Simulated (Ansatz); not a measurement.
System: HgBr, charge 1, multiplicity 1. 
Structure (B3LYP-D3(BJ)/def2-TZVP (Ansatz, an electronic-structure program) minimum search):
SMILES: [Br][Hg+]
```xyz
2

Hg     0.0000     0.0000    -0.7335
Br     0.0000     0.0000     1.6766
```
Charge +1, spin multiplicity 1.

Quantity: vertical electron affinity (to the doublet state of charge +0; a negative value means that the extra electron is unbound and the number depends on the basis; each state is the SCF solution reached for its spin; for the singlet T1 is 0.026), in eV. Valence correlation only, unless marked. Open shells are spin-unrestricted. Spin-orbit coupling is left out. Frozen are the shells of the preceding noble gas and the d and f shells that filled before the atom's block. Past Kr the def2 sets carry scalar-relativistic core potentials. CBS(X,Y): correlation extrapolated as X^-3; Hartree-Fock from the larger set.

```tsv
level	program	vertical electron affinity (eV)
SVWN5/def2-TZVPD	Ansatz	9.27
PBE/def2-TZVPD	Ansatz	9.00
```

Problem. What does CCSD(T)/CBS(def2-TZVPPD,def2-QZVPPD) (Ansatz) give?

Solution. 9.05 eV, so PBE/def2-TZVPD differs from it by -0.05 eV.
